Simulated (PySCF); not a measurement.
Precursor series Ta Cl-F. Isolated molecules, 0 K electronic values unless said otherwise.

These are PySCF with B3LYP-D3(BJ)/def2-TZVP // PBE-D3(BJ)/def2-SVP values and carry that method's errors. All candidates: neutral, multiplicity 1. B3LYP has the VWN-RPA correlation part, as in Gaussian. 

| Quantity | Result |
|---|---|
| HOMO–LUMO gap | 5.44 eV |
| HOMO | -9.26 eV |
| dipole moment | 0.82 D |

**Question.** Say which member has these values.
A. [Ta(Cl)5]
B. [Ta(F)5]
C. [Ta(Cl)3(F)2]
D. [Ta(Cl)(F)4]

**Answer.** C, [Ta(Cl)3(F)2]. The others give [Ta(Cl)(F)4]: 7.69 eV, -10.75 eV, 1.65 D; [Ta(F)5]: 8.88 eV, -11.95 eV, 0.00 D; [Ta(Cl)5]: 4.91 eV, -8.92 eV, 0.00 D
